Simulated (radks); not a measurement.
Values are calculated unless marked as measured or tabulated.
Initial-state core-level shifts of neutral selenium when its valence configuration changes from [Ar] 3d10 4s2 4p4. Level of theory: scalar-relativistic Kohn-Sham, BLYP, spin-polarised, spherical densities, finite nucleus; open shells are filled with parallel spins first; Fermi nuclear charge, rms radius 4.14 fm (a radial shooting solver on a logarithmic mesh with Libxc functionals). Shifts are changes of the shell-averaged eigenvalues in eV (positive: less bound); the change of the density at the nucleus, which sets a Mossbauer isomer shift, is in e/bohr^3, on a base of 4.029e+04.

valence	1s	2s	2p	3s	density at nucleus
3d9 4s2 4p5	-14.105	-15.636	-15.516	-12.167	+16.003
3d10 4s1 4p5	-1.683	-1.643	-1.636	-1.663	-28.174
3d9.5 4s1.5 4p5	-7.773	-8.502	-8.438	-6.859	-6.994
3d8.5 4s1.5 4p6	-22.188	-24.532	-24.348	-19.071	+7.763
3d10 4p6	-3.349	-3.266	-3.253	-3.301	-58.054
3d8 4s2 4p6	-28.956	-32.166	-31.928	-24.542	+33.086
3d9.5 4s0.5 4p6	-9.381	-10.076	-10.004	-8.444	-37.891
3d8.5 4s2 4p5.5	-21.437	-23.790	-23.610	-18.330	+24.411
3d10 4s1.5 4p4.5	-0.849	-0.829	-0.825	-0.839	-13.960
